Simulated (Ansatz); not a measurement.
Stretching the Pb1–H2 bond in CH4OPb (SMILES C[O][PbH]) (multiplicity 1 held, fragments rigid). Energies count from the point at 1.878 Å.
Geometry at that point (charge 0, multiplicity 1):
```xyz
7

Pb    -0.181    -0.246     0.340
H     -1.228    -0.742    -1.138
O      1.005     1.069    -0.779
C      0.897     1.349    -2.156
H      0.711     2.418    -2.306
H      1.837     1.100    -2.662
H      0.088     0.788    -2.639
```

Restricted levels (R-, RO-) in cc, def2 and unpolarised 6-31G sets keep to the state of the molecule at rest. Unrestricted levels (U-) break spin symmetry where that is lower. Active spaces are followed from a long bond inwards. Levels need not reach the same state.

Cores are frozen in the correlated methods. Filled d and f shells under p-block atoms count as core.

Programs: Ansatz (Gaussian orbitals). Each number belongs to the level named beside it. In def2 rows elements past Kr take small-core potentials, without spin–orbit coupling.

Energies in eV.

| R (Å) | U-HF/def2-SVP | R-SCS-MP2/def2-SVP | R-CCSD(T)/def2-SVP | CASSCF(2,2)/def2-SVP | FIC-MRCISD+Q on CASSCF(2,2)/def2-SVP |
|---|---|---|---|---|---|
| 1.503 | 1.02 | 1.08 | 1.11 | 1.15 | 1.11 |
| 1.690 | 0.17 | [?] | 0.22 | 0.24 | 0.22 |
| 1.878 | 0.00 | 0.00 | 0.00 | 0.00 | 0.00 |
| 2.066 | 0.16 | 0.13 | 0.11 | 0.08 | 0.11 |
| 2.254 | 0.49 | 0.43 | 0.37 | 0.32 | 0.38 |
| 2.536 | 1.04 | [?] | 0.86 | 0.78 | 0.87 |
| 2.817 | 1.37 | 1.55 | 1.33 | 1.22 | 1.34 |
| 3.287 | 1.61 | [?] | 1.92 | 1.78 | 1.94 |
| 3.757 | 1.68 | 2.97 | 2.19 | 2.08 | 2.27 |
| 4.320 | 1.71 | 3.41 | 2.18 | 2.21 | 2.42 |
| 5.071 | 1.72 | 3.51 | 1.99 | 2.26 | 2.47 |
| 6.011 | 1.72 | 3.08 | 1.86 | 2.27 | 2.48 |

**Question.** Some entries are withheld; supply them.

**Answer.** 
- 3.287, R-SCS-MP2/def2-SVP: 2.37
- 2.536, R-SCS-MP2/def2-SVP: 0.98
- 1.690, R-SCS-MP2/def2-SVP: 0.21

Doubts at one or more of the structures used: a spin-contaminated determinant (U-HF/def2-SVP); a restricted determinant that unrestricted orbitals would lower (R-SCS-MP2/def2-SVP, R-CCSD(T)/def2-SVP); other coupled-cluster roots lie near (R-CCSD(T)/def2-SVP); T1 above 0.05 (R-CCSD(T)/def2-SVP).

Ansatz is an electronic-structure program.
